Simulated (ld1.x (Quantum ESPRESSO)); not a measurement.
Which setting gave this result? (Ru (Z = 44), ultrasoft)

Base potential:

ld1.x (Quantum ESPRESSO) 7.5 input, shortened:

```
&input
   title='Ru', zed=44., rel=2, dft='PBE', iswitch=3,
   config='[Kr] 4d7 5s1 5p0', rel_dist='average'
 /
 &inputp
   pseudotype=3, tm=.true., lloc=-2, rcloc=1.80,
   nlcc=.true., rcore=1.25,
   which_augfun='PSQ', rmatch_augfun_nc=.true.
 /
6
5S  1  0   1.00   0.00  2.35  3.15  0.0
5S  1  0   0.00   0.05  2.35  3.15  0.0
5P  2  1   0.00   0.00  3.00  3.30  0.0
5P  2  1   0.00   0.60  3.00  3.30  0.0
4D  3  2   7.00   0.00  1.65  1.80  0.0
4D  3  2   0.00   0.80  1.65  1.80  0.0
 &test
   configts(1)='4d7 5s1 5p0'
 /
```

Open shells are filled in proportion to 2j + 1 (rel_dist='average').

Cutoffs, loose and tight: the cutoffs (Ry, on a coarse ladder) from which the occupation-weighted sum of valence levels, in a spherical-Bessel basis at the reference potential, stays within 10 and 1 mRy of its value at 400 Ry. They do not see the model core or the augmentation charge, which bear on the density cutoff. Test errors are all-electron minus pseudo excitation energies from the reference, over the configurations 4d7 5s0 5p0; 4d6 5s0 5p0; 4d5 5s0 5p0; 4d8 5s0 5p0; 4d6 5s2 5p0; 4d7 5s0.5 5p0; 4d6 5s1 5p1; variants that change the core or the reference have their own tests.

Only the scale of all radii but the core radius (base = 1) is moved (2 further runs of the sweep failed or gave no value and are left out):

| scale of all radii but the core radius (base = 1) | cutoff, loose | cutoff, tight | bound ghosts | largest test error (meV) |
| --- | --- | --- | --- | --- |
| 0.84 | 45 Ry | 80 Ry | s | -432 |
| 0.92 | 40 Ry | 60 Ry | none | -420 |
| 0.98 | 35 Ry | 55 Ry | none | -409 |
| 1.09 | 30 Ry | 45 Ry | none | -410 |
| 1.21 | 21 Ry | 35 Ry | none | -1599 |
| 1.32 | 18 Ry | 30 Ry | none | -1589 |

Q: One more run gave cutoff, loose: 25 Ry; cutoff, tight: 40 Ry; bound ghosts: none; largest test error (meV): -402. Which value of the scale of all radii but the core radius (base = 1) was used?

A: 1.13. The loose cutoff moves one way along this sweep, from 45 Ry at 0.84 to 18 Ry at 1.32, which places the run between 1.09 and 1.21.
